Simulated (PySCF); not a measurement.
**How methods differ on the excitation energy of Kr⁺**

Kr⁺ [Ar] 3d10 4s2 4p5 (2P) → Kr⁺ [Ar] 3d10 4s1 4p6 (2S), as a difference of total energies. All numbers are calculated (PySCF 2.14, the spin-free X2C one-electron Hamiltonian (Gaussian nucleus), in x2c-QZVPPall (11s8p5d4f1g, 97 functions)). Correlated levels: valence: [Ar] 3d10 frozen; valence and next inner shell: [Ne] frozen. The calculations carry no spin-orbit coupling.

```csv
method,excitation energy (eV)
UHF,17.854
LDA,14.397
PBE,14.494
PBE0,15.339
r2SCAN,15.146
CAM-B3LYP,15.456
M06,15.373
revPBE,14.500
B2PLYP,15.317
ROHF,17.832
MP2 (valence),15.488
SCS-MP2 (valence),15.224
MP2 (valence and next inner shell),15.227
SCS-MP2 (valence and next inner shell),15.000
```

Errors of the correlated levels include the incompleteness of this basis and the frozen core.

Every method misses the reference by a wide margin, which points to the basis or the choice of state and not to the methods.

Which method comes closest to the reference value, and which is furthest?

The reference is 13.292 eV (measured; NIST levels, between the centres of gravity of the two terms). Closest: LDA (error 1.105 eV); furthest: UHF (error 4.562 eV).
